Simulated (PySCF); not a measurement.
Frontier orbitals and the lowest excitations

C6H11PS.
Geometry (PBE0-D3(BJ)/def2-SVP, Å), atoms numbered from 1 in this order:
```xyz
19
C6H11PS angstrom
C     -2.2003    2.2215   -0.9635
C     -1.6043    1.2472   -0.2716
P     -0.3213    0.1833   -1.0160
C     -0.9006   -1.4619   -0.4910
C     -2.1748   -1.8276   -0.3226
C      1.0150    0.4185    0.2703
S      2.4513   -0.5945   -0.1671
C      3.3704   -0.4963    1.3820
H     -2.9658    2.8598   -0.5099
H     -1.9434    2.4156   -2.0103
H     -1.8870    1.0630    0.7745
H     -0.0955   -2.1997   -0.3792
H     -2.4397   -2.8576   -0.0649
H     -3.0020   -1.1199   -0.4421
H      0.6449    0.1351    1.2702
H      1.2829    1.4879    0.2794
H      4.2910   -1.0807    1.2444
H      2.7988   -0.9286    2.2176
H      3.6463    0.5419    1.6203
```

Level of theory: PySCF 2.14.0, density-fitted response routines, TDDFT CAM-B3LYP/def2-SVPD, vertical, gas phase, core orbitals frozen in the response.

Kohn–Sham orbitals with the atoms that hold most of them (Löwdin shares over 4%, at most four atoms; ? is withheld):

```json
{"orbital": "LUMO+2", "ε (eV)": "1.32", "atoms": "S7 44%, C8 14%, H17 9%, H18 6%"}
{"orbital": "LUMO+1", "ε (eV)": "0.80", "atoms": "C5 25%, C4 23%, P3 11%, S7 9%"}
{"orbital": "LUMO", "ε (eV)": "0.56", "atoms": "C1 34%, C2 27%, P3 7%, H9 6%"}
{"orbital": "HOMO", "ε (eV)": "?", "atoms": "?"}
{"orbital": "HOMO-1", "ε (eV)": "-7.83", "atoms": "?"}
{"orbital": "HOMO-2", "ε (eV)": "-9.37", "atoms": "C2 28%, C1 27%, C4 11%, P3 8%"}
{"orbital": "HOMO-3", "ε (eV)": "-9.81", "atoms": "C4 28%, C5 23%, P3 12%, C2 11%"}
```

Problem. Give the leading atoms of the HOMO.

Solution. S7 (bonded to 2 C) 61%; C6 (bonded to P, S and 2 H) 10%; C8 (bonded to S and 3 H) 9%; P3 (bonded to 3 C) 5%. By element: sulfur 61%, carbon 19% or more, phosphorus 5%.

Problem. Give the leading atoms of the HOMO-1.

Solution. P3 (bonded to 3 C) 42%; C4 (bonded to C, P and H) 12%; C5 (bonded to C and 2 H) 12%; C6 (bonded to P, S and 2 H) 9%. By element: phosphorus 42%, carbon 33% or more.

Problem. What is the HOMO energy, and the HOMO–LUMO gap?

Solution. ε(HOMO) = -7.75 eV; the gap is 8.31 eV (0.3055 hartree).

Problem. How does S1 compare with the orbital gap of 8.31 eV?

Solution. S1 is at 5.12 eV (f = 0.010), 3.19 eV below the gap, made of HOMO-1→LUMO (85%), HOMO→LUMO (10%). Its leading pair isn't HOMO and LUMO; the energies of that pair differ by 8.39 eV. 

Problem. Give energy, strength and leading configuration of S1 and S3, and follow the Löwdin shares of the leading atoms from the occupied to the empty orbital.

Solution. 
- S1 (5.12 eV, f 0.010), HOMO-1→LUMO (85%): P3 42% → 7%, C4 12% → at most 6%, C1 at most 9% → 34%, C2 at most 9% → 27%
- S3 (5.73 eV, f 0.181), HOMO-1→LUMO+1 (81%): P3 42% → 11%, C4 12% → 23%, C5 12% → 25%

Löwdin shares depend on the basis, the more so with diffuse functions.

One conformer stands for the species.
